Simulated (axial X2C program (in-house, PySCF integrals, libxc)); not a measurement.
What spin–orbit coupling does to HBr

Computed with an in-house all-electron X2C program for linear molecules (integrals from PySCF). Spin-free means the one-electron spin-free X2C Hamiltonian; two-component (2c) means X2C with spin–orbit coupling and atomic mean-field two-electron Coulomb and Gaunt terms, so the difference of the two also holds small scalar two-electron terms. Basis: Br dyall-cv4z [10s10p7d5f3g], H dyall-v4z [7s3p2d1f] (cores contracted in-house); Gaussian nuclei, density fitting, unrestricted open shells. Masses: Br 78.918 u, H 1.008 u.

Spin-free state: M_S = 0, Λ = 0 (closed shell); fragments Br + H.

```
    level  Re (Å)  ωe (cm⁻¹)  De (eV)  μ (D)
     PBE0   1.418     2656.1    3.943   0.84
       HF   1.404     2789.0    2.790   0.91
      MP2   1.412     2710.9    3.967    n/a
     CCSD   1.416     2668.5    3.951    n/a
  CCSD(T)   1.418     2648.4    4.010    n/a
    TPSSh   1.420     2626.7    4.057   0.81
   r2SCAN   1.418     2636.7    4.017   0.85
BHandHLYP   1.410     2709.3    3.842   0.85
```

Correlated methods: 8 electrons correlated (number of frozen shells: Br 3 s, 2 p, 1 d; H none), 246 virtual spin orbitals or spinors in MP2, 110 natural virtuals in coupled cluster.

Dipoles are positive if H is the positive end.

Two-component determinant lowest at the distance of the search:

Ω = 0 (closed shell); fragments Br + H.

```csv
level,Re (Å),ωe (cm⁻¹),De (eV),μ (D)
PBE0,1.419,2650.1,3.847,0.83
HF,1.405,2783.5,2.630,0.90
MP2,1.412,2706.0,3.825,n/a
CCSD,1.417,2663.2,3.812,n/a
CCSD(T),1.419,2643.1,3.873,n/a
TPSSh,1.420,2620.8,n/a,0.81
r2SCAN,1.419,2631.2,n/a,0.84
BHandHLYP,1.410,2703.3,n/a,0.84
```

Q: From the two tables, how do the constants change at the CCSD(T) level (2c against spin-free)?

A: At the CCSD(T) level Re increases by 0.001 Å and ωe goes down by 5.3 cm⁻¹; De changes by -0.137 eV.

The state is a single determinant with fixed occupations, the lowest that a limited PBE0 search found. The closed shell is kept restricted, so the energy runs too high when the bond is stretched far. Dissociation energies refer to the lowest single-determinant-based atoms at the same level and basis. De is not given where an atomic determinant may have missed its ground term or J level, or where the truncated virtual space spoils (T). Coupled cluster ran in a truncated set of natural virtual spinors; the MP2 energy of the rest was added. (T) has no such correction and the atoms are truncated less, which lowers De at CCSD(T) by a hundredth of an eV or more. Without a current term, density functionals place determinants with orbital angular momentum somewhat too high.
